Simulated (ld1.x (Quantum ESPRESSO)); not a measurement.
**zirconium (Zr): variants of one TM semilocal potential**

Base potential:

ld1.x (Quantum ESPRESSO) 7.5 input, shortened:

```
&input
   title='Zr', zed=40., rel=1, dft='PBE', iswitch=3,
   config='[Kr] 4d2 5s2 5p0'
 /
 &inputp
   pseudotype=1, tm=.true., lloc=2,
   nlcc=.true., rcore=1.40
 /
3
5S  1  0   2.00   0.00  3.45  3.45  0.0
5P  2  1   0.00   0.00  3.45  3.45  0.0
4D  3  2   2.00   0.00  2.20  2.20  0.0
 &test
   configts(1)='4d2 5s2 5p0'
 /
```

All-electron outer shells of the reference configuration (PBE, scalar-relativistic, ld1.x):

| shell | level (eV) | outermost node (bohr) | outermost maximum (bohr) |
| --- | --- | --- | --- |
| 4s | -54.50 | 0.55 | 1.08 |
| 4p | -32.46 | 0.56 | 1.17 |
| 5s | -4.44 | 1.47 | 3.15 |
| 4d | -3.60 | 0.58 | 1.59 |
| 5p | -1.47 | 1.70 | 4.15 |

Cutoffs, loose and tight: the cutoffs (Ry, on a coarse ladder) from which the occupation-weighted sum of valence levels, in a spherical-Bessel basis at the reference potential, stays within 10 and 1 mRy of its value at 400 Ry. They do not see the model core or the augmentation charge, which bear on the density cutoff. Test errors are all-electron minus pseudo excitation energies from the reference, over the configurations 4d2 5s1 5p0; 4d2 5s0 5p0; 4d1 5s0 5p0; 4d1 5s2 5p1; 4d2 5s1 5p1; 4d3 5s1 5p0; 4d2 5s1.5 5p0. A dash means not determined; rows that change the core or the reference have their own tests.

A semilocal file is local in each channel, so a ghost entry of none says nothing of the separable form that plane-wave codes build from it.

```tsv
change	outcome	cutoff, loose	cutoff, tight	bound ghosts	largest test error (meV)
base	generated	30 Ry	35 Ry	none	-252
wave 5s (bound): rc 3.45 bohr becomes 5s (bound): rc 2.22 bohr	generated	30 Ry	45 Ry	none	-331
wave 5s (bound): rc 3.45 bohr becomes 5s (bound): rc 2.50 bohr	generated	30 Ry	35 Ry	none	-266
wave 5s (bound): rc 3.45 bohr becomes 5s (bound): rc 2.88 bohr	generated	30 Ry	35 Ry	none	-227
wave 5s (bound): rc 3.45 bohr becomes 5s (bound): rc 3.30 bohr	generated	30 Ry	35 Ry	none	-234
wave 5s (bound): rc 3.45 bohr becomes 5s (bound): rc 3.48 bohr	generated	30 Ry	35 Ry	none	-252
wave 5s (bound): rc 3.45 bohr becomes 5s (bound): rc 3.86 bohr	generated	30 Ry	35 Ry	none	-353
wave 5s (bound): rc 3.45 bohr becomes 5s (bound): rc 4.14 bohr	generated	30 Ry	35 Ry	none	-420
wave 5s (bound): rc 3.45 bohr becomes 5s (bound): rc 5.12 bohr	generated	30 Ry	35 Ry	none	-932
```

**Question.** What comes out with this change to the base: wave 5s (bound): rc 3.45 bohr becomes 5s (bound): rc 4.88 bohr?

**Answer.** outcome: generated; cutoff, loose: 30 Ry; cutoff, tight: 35 Ry; bound ghosts: none; largest test error (meV): -789.

**Question.** What comes out with this change to the base: wave 5s (bound): rc 3.45 bohr becomes 5s (bound): rc 4.48 bohr?

**Answer.** outcome: generated; cutoff, loose: 30 Ry; cutoff, tight: 35 Ry; bound ghosts: none; largest test error (meV): -606.

Reading the sweep of the s radius (base included, trends over the rows without a ghost): The loose cutoff stays near 30 Ry. The median size of the test errors (rows with all tests solved) is not monotonic: lowest 16.4 meV at 4.48 bohr, highest 47.2 meV at 3.86 bohr.
